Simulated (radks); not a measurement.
The numbers below are computed, except where a source is named.
Ionisation of the potassium ion K+, [Ar], to [Ne] 3s2 3p5 as the strength of local exchange is varied. Code: a radial shooting solver on a logarithmic mesh with Libxc functionals. Model: Dirac Kohn-Sham, Slater X-alpha exchange (alpha = 2/3 is LDA exchange), no correlation, spin-unpolarised, spherical densities, finite nucleus; Fermi nuclear charge, rms radius 3.4349 fm.

alpha  E(K+) (hartree)  exchange (hartree)  IE (eV)  -e of the level emptied (eV)  <r> of it (bohr)
0.556       -593.93595           -24.99197   28.325                21.478 (3p3/2)             1.468
0.667       -598.94307           -30.19428   30.368                23.381 (3p3/2)             1.438
0.692       -600.07569           -31.37571   30.837                23.820 (3p3/2)             1.432
0.787       -604.39601           -35.89775   32.652                25.521 (3p3/2)             1.408
0.843       -606.95486           -38.58754   33.745                26.549 (3p3/2)             1.395
1.022       -615.19434           -47.30534   37.351                29.954 (3p3/2)             1.354

NIST Atomic Spectra Database: 31.625 eV (measured). The Delta-SCF value meets it near alpha = 0.73. Spin polarisation and multiplet splitting are left out, so open shells lie too high by an amount that depends on their filling.

Beside tabulated values, note that spin-unpolarised runs miss the spin-polarisation part of the exchange energy of open shells.
